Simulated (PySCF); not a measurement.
Compound: C6H11O2P.
Atom-mapped SMILES: `[O:1]=[P:2]([OH:3])([CH:4]1[CH2:5][CH2:6]1)[CH:7]1[CH2:8][CH2:9]1` (hydrogens: H10 on O3; H11 on C4; H12, H13 on C5; H14, H15 on C6; H16 on C7; H17, H18 on C8; H19, H20 on C9)

The same species was optimised twice, with GFN2-xTB and with PBE0-D3(BJ)/def2-SVP (PySCF), and the same property calculations (PySCF, gas phase) were run on both structures.

```json
{"coordinate": "O1=P2 (Å)", "GFN2-xTB": "1.468", "PBE0-D3(BJ)/def2-SVP": "1.495", "change": "+0.027"}
{"coordinate": "P2–C7 (Å)", "GFN2-xTB": "1.824", "PBE0-D3(BJ)/def2-SVP": "1.801", "change": "-0.023"}
{"coordinate": "P2–C4 (Å)", "GFN2-xTB": "1.816", "PBE0-D3(BJ)/def2-SVP": "1.793", "change": "-0.023"}
{"coordinate": "P2–O3 (Å)", "GFN2-xTB": "1.617", "PBE0-D3(BJ)/def2-SVP": "1.637", "change": "+0.020"}
{"coordinate": "C4–C5 (Å)", "GFN2-xTB": "1.499", "PBE0-D3(BJ)/def2-SVP": "1.508", "change": "+0.009"}
{"coordinate": "C4–C6 (Å)", "GFN2-xTB": "1.499", "PBE0-D3(BJ)/def2-SVP": "1.507", "change": "+0.008"}
{"coordinate": "C7–C8 (Å)", "GFN2-xTB": "1.499", "PBE0-D3(BJ)/def2-SVP": "1.506", "change": "+0.007"}
{"coordinate": "C7–C9 (Å)", "GFN2-xTB": "1.499", "PBE0-D3(BJ)/def2-SVP": "1.506", "change": "+0.007"}
{"coordinate": "C8–C9 (Å)", "GFN2-xTB": "1.490", "PBE0-D3(BJ)/def2-SVP": "1.490", "change": "0.000"}
{"coordinate": "C5–C6 (Å)", "GFN2-xTB": "1.490", "PBE0-D3(BJ)/def2-SVP": "1.490", "change": "0.000"}
{"coordinate": "O1–P2–C4 (°)", "GFN2-xTB": "115.3", "PBE0-D3(BJ)/def2-SVP": "112.2", "change": "-3.1"}
{"coordinate": "O3–P2–C7 (°)", "GFN2-xTB": "104.5", "PBE0-D3(BJ)/def2-SVP": "102.4", "change": "-2.1"}
{"coordinate": "O1–P2–O3 (°)", "GFN2-xTB": "110.6", "PBE0-D3(BJ)/def2-SVP": "112.6", "change": "+2.0"}
{"coordinate": "P2–C7–C9 (°)", "GFN2-xTB": "119.3", "PBE0-D3(BJ)/def2-SVP": "121.1", "change": "+1.8"}
{"coordinate": "P2–C7–C8 (°)", "GFN2-xTB": "116.0", "PBE0-D3(BJ)/def2-SVP": "117.6", "change": "+1.6"}
{"coordinate": "P2–C4–C5 (°)", "GFN2-xTB": "115.6", "PBE0-D3(BJ)/def2-SVP": "117.1", "change": "+1.5"}
{"coordinate": "O3–P2–C4 (°)", "GFN2-xTB": "104.1", "PBE0-D3(BJ)/def2-SVP": "105.6", "change": "+1.5"}
{"coordinate": "P2–C4–C6 (°)", "GFN2-xTB": "115.6", "PBE0-D3(BJ)/def2-SVP": "116.9", "change": "+1.3"}
{"coordinate": "O1–P2–C4–C5 (°)", "GFN2-xTB": "-40", "PBE0-D3(BJ)/def2-SVP": "-40", "change": "0"}
{"coordinate": "O1–P2–C7–C8 (°)", "GFN2-xTB": "-31", "PBE0-D3(BJ)/def2-SVP": "-30", "change": "+1"}
```

Rotational constants: A = 2618, B = 982.9, C = 916.5 MHz (GFN2-xTB) against A = 2612, B = 975.5, C = 910.6 MHz (PBE0-D3(BJ)/def2-SVP). Point groups within 0.08 Å: C1 and C1.

On the GFN2-xTB structure: HOMO (eV) -7.81 [PBE0/pcSseg-1]; LUMO (eV) 1.09 [PBE0/pcSseg-1]; dipole (D) 2.42 [PBE0/pcSseg-1]; GIAO shielding of O1 (ppm) 206.4 [PBE0/pcSseg-1]; GIAO shielding of P2 (ppm) 277.1 [PBE0/pcSseg-1]; GIAO shielding of O3 (ppm) 229.8 [PBE0/pcSseg-1]; GIAO shielding of C4/C7 (mean) (ppm) 172.6 [PBE0/pcSseg-1]; GIAO shielding of C5/C8 (mean) (ppm) 182.9 [PBE0/pcSseg-1]; GIAO shielding of C6/C9 (mean) (ppm) 181.7 [PBE0/pcSseg-1].

Question: What do these properties become on the PBE0-D3(BJ)/def2-SVP structure?

Answer: 
| property | level | on GFN2-xTB | on PBE0-D3(BJ)/def2-SVP | change |
| --- | --- | --- | --- | --- |
| HOMO (eV) | PBE0/pcSseg-1 | -7.81 | -7.73 | +0.08 |
| LUMO (eV) | PBE0/pcSseg-1 | 1.09 | 0.97 | -0.12 |
| dipole (D) | PBE0/pcSseg-1 | 2.42 | 2.71 | +0.29 |
| energy, GFN2-xTB geometry as zero (kcal/mol) | PBE0/pcSseg-1 | 0.0 | -2.0 | -2.0 |
| GIAO shielding of O1 (ppm) | PBE0/pcSseg-1 | 206.4 | 194.3 | -12.1 |
| GIAO shielding of P2 (ppm) | PBE0/pcSseg-1 | 277.1 | 269.9 | -7.2 |
| GIAO shielding of O3 (ppm) | PBE0/pcSseg-1 | 229.8 | 223.1 | -6.7 |
| GIAO shielding of C4/C7 (mean) (ppm) | PBE0/pcSseg-1 | 172.6 | 173.4 | +0.8 |
| GIAO shielding of C5/C8 (mean) (ppm) | PBE0/pcSseg-1 | 182.9 | 179.4 | -3.5 |
| GIAO shielding of C6/C9 (mean) (ppm) | PBE0/pcSseg-1 | 181.7 | 178.9 | -2.8 |

The heavy atoms differ by 0.035 Å rms after alignment. Among bonds between heavy atoms O1=P2 changes most (+0.027 Å). Changes are differences of the printed values. Neither structure is proved a minimum here.

Shape of the structure used: `[O:1]=[P:2]([OH:3])([CH:4]1[CH2:5][CH2:6]1)[CH:7]1[CH2:8][CH2:9]1`: O1–P2–C4–C5 -40°, O1–P2–C7–C8 -30°, H–O3–P2–O1 -26°.
